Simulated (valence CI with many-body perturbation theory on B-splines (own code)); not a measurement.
**Sensitivity of CI+MBPT for Nb XXIX**

Computed by relativistic CI+MBPT: three valence electrons over a frozen Dirac-Fock core [Ne], a basis of 6 s, 6 p, 5 d, 3 f, 1 g functions for each j, with the one-electron correlation potential Σ1, the two-electron term Σ2, the three-electron term Σ3, Breit, model QED; selected CI, second order for the rest, scaled by the run's own slope (own B-spline code, finite nucleus).

No measured spectrum was set against this ion. As an estimate, large intervals hold to a few tenths of a per cent, small ones and those within an open d or f shell to about a per cent.

The reference run has the lowest level 3s2.3p 2P°_1/2 and an ionisation energy of 1501.45 eV. Its largest variational space holds 2878 state functions.

Names give the largest LS component (configuration and term), which can be under half, so a name can repeat, a term be missing and a line seem to break the LS rules; names also repeat where a configuration has a term twice.

Changed runs:
A. QED terms on → off; scale of Σ2 1 → 0
B. logarithmic knot step 0.27 → 0.2
C. hole-hole ladder in Σ2 on → off
D. size limit of the variational space 10000 → 300; second order for the rest on → off (bad on purpose)

Excitation energies of the reference run in cm⁻¹, and shifts in cm⁻¹:

```tsv
Level	Reference	A	B	C	D
3s2.3p 2P°_3/2	181961	-529	+0.4	-5.3	+505
3s.3p2 4P_1/2	517821	+2937	-0.5	-30	-204
3s.3p2 4P_3/2	629642	+2029	-0.2	-57	-13
3s.3p2 4P_5/2	682154	+2333	-0.1	-29	+86
3s.3p2 2D_3/2	772682	+3109	0	+34	+465
3s.3p2 2P_1/2	848294	+7359	-0.2	+62	+101
3s.3p2 2D_5/2	855222	+1831	+0.3	-4.4	+271
3s.3p2 2P_3/2	1024040	+6303	+0.4	-2.9	+875
3s.3p2 2S_1/2	1031030	+5638	+0.1	+79	+78
3s2.3d 2D_3/2	1091150	+6040	+0.6	-73	+935
3s2.3d 2D_5/2	1105740	+4484	+1.0	-132	+757
3p3 2D°_3/2	1339220	+8189	-0.5	+64	+525
Ionisation energy (eV)	1501.45	+0.13	+0.00045	-0.017	-0.07
```
